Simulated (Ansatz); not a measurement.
`[CH3][Al]([CH3])[F]` + CH₃NH₂ → `C[NH][Al]([CH3])[F]` + CH₄ at 500 K and 1 bar (ligand exchange at the Al–C bond).

Program: Ansatz. Geometries: PBE0-D4/def2-TZVP. ΔE: electronic, gas phase. CBS: MP2 limit from def2 TZ/QZ plus the TZ coupled-cluster correction, frozen cores. This one scheme is used for every species. Each species was taken in one conformer, which may not be the lowest.

```
              species  CCSD(T)/CBS energy (Eh)  H − E (kJ/mol)  S (J/(mol·K))
`[CH3][Al]([CH3])[F]`               -421.62460           237.8          423.0
               CH₃NH₂                -95.75281           191.8          270.3
`C[NH][Al]([CH3])[F]`               -476.95256           294.7          437.3
                  CH₄                -40.46206           135.6          206.8
```

H − E and S are ideal-gas, rigid-rotor, harmonic terms from PBE0-D4/def2-TZVP, for one conformer and one mirror image of each species. 1 Eh = 2625.50 kJ/mol, R = 8.31446 J/(mol·K).

**Question.** By hand: ΔE, ΔH, ΔS and ΔG.

**Answer.** ΔE = (-476.95256) + (-40.46206) − (-421.62460) − (-95.75281) = -0.03721 Eh = -97.7 kJ/mol. Δ(H − E) = 294.7 + 135.6 − 237.8 − 191.8 = 0.7, so ΔH = -97.0 kJ/mol. ΔS = 437.3 + 206.8 − 423.0 − 270.3 = -49.2 J/(mol·K). ΔG = -97.0 − 500 × (-49.2)/1000 = -72.4 kJ/mol.

**Question.** By hand: the equilibrium constant, and the temperature at which ΔG would vanish if ΔH and ΔS stayed fixed.

**Answer.** log₁₀ K = −ΔG/(RT ln 10) = 7.6. ΔG = 0 at ΔH/ΔS = 1972 K.

ΔH outweighs TΔS. A doubt of 5 kJ/mol in ΔE shifts log₁₀ K by 0.5 here. Other conformers and mirror images would add mixing entropy, several J/(mol·K) or more a flexible species. Modes under 60 cm⁻¹, often nearly free rotors, make the harmonic entropy too high. These are equilibria of isolated gas molecules and say nothing of rates. Largest T1 diagnostic: 0.011 (customary marks: 0.02 for closed shells, 0.045 for open ones).
